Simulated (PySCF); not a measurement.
**Se(2+) (selenium, charge +2) across methods**

[Ar] 3d10 4s1 4p2 4d1, one real determinant (an excited configuration). Calculation: PySCF 2.14, in x2c-QZVPPall with one added diffuse shell each of s, p, d, f type (12s9p6d5f1g, 113 functions); the spin-free X2C one-electron Hamiltonian (Gaussian nucleus).

```csv
method,E (hartree),mean ε 4s α (eV),mean ε 4p α (eV),mean ε 4d α (eV),Σ⟨r²⟩ (bohr²),⟨S²⟩
UHF,-2426.22087,-50.862,-35.885,-16.175,31.77,6.001
PBE0,-2427.577,-44.572,-31.329,-14.696,29.93,6.001
BLYP,-2427.941,-42.057,-29.344,-13.738,29.86,6.000
r2SCAN,-2427.838,-43.274,-30.324,-14.088,30.07,6.001
TPSSh,-2427.789,-43.385,-30.452,-14.296,29.83,6.001
LDA,-2424.255,-42.518,-29.758,-13.903,29.70,6.001
HSE06,-2427.568,-44.147,-30.897,-14.308,30.01,6.001
```

(1) Estimate the same row for PBE.

⟨L²⟩ = 6.56 against 12 for a pure F term, so this real determinant mixes terms. The outer electron is Rydberg-like, and this basis confines it to a smaller radius and binds it less than a complete one would.

Results:

(1) E (hartree) = -2427.530; mean ε 4s α (eV) = -42.344; mean ε 4p α (eV) = -29.693; mean ε 4d α (eV) = -14.029; Σ⟨r²⟩ (bohr²) = 29.78; ⟨S²⟩ = 6.001.
